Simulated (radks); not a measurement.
Values are calculated unless marked as measured or tabulated.
Spherical quantum dot in the effective-mass picture: electrons in a hard-walled sphere of radius 2.81, all in effective atomic units (hartree* = m*/eps^2 hartree, bohr* = eps/m* bohr), one dielectric constant everywhere. Level of theory: non-relativistic Kohn-Sham, LDA (Slater exchange, Perdew-Wang correlation), spin-polarised, spherical densities (a radial shooting solver with Libxc functionals). Levels are named by radial order and angular momentum (1s, 1p, 1d, 2s, ...), and open shells are averaged over m.

N = 3, configuration 1s2 1p(up 1, down 0). This is the lowest configuration that the search found. Occupied and some empty levels:

level,occupation,eigenvalue (hartree*),<r> (bohr*)
1s up,1,1.9072,1.510
1s down,1,1.9662,1.505
1p up,1,2.4700,1.718
1p down,0,2.5331,1.718
1d up,0,3.2399,1.853
1d down,0,3.3032,1.854
2s up,0,3.8177,1.368
2s down,0,3.8596,1.369
1f up,0,4.1921,1.949
1f down,0,4.2541,1.951

Energy (hartree*): total 4.10610, kinetic 2.5773, external 0, Hartree 2.5513, exchange-correlation -1.0225.
